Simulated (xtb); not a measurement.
Al(Cl)(H)(OSiH3) (AlClH4OSi), SMILES [SiH3][O][AlH][Cl]. All values are semi-empirical tight-binding results from xtb (GFN2-xTB unless named), good for trends rather than for accurate numbers. The structure is a stationary point at GFN2-xTB. Other conformers were not sampled.

For metal compounds this method's bond lengths and energies can be far off.

```yaml
orbital_gap: 4.88 eV
zero_point_energy: 22.8 kcal/mol
G − E(el) at 298.15 K (modified RRHO): 2.5 kcal/mol
```
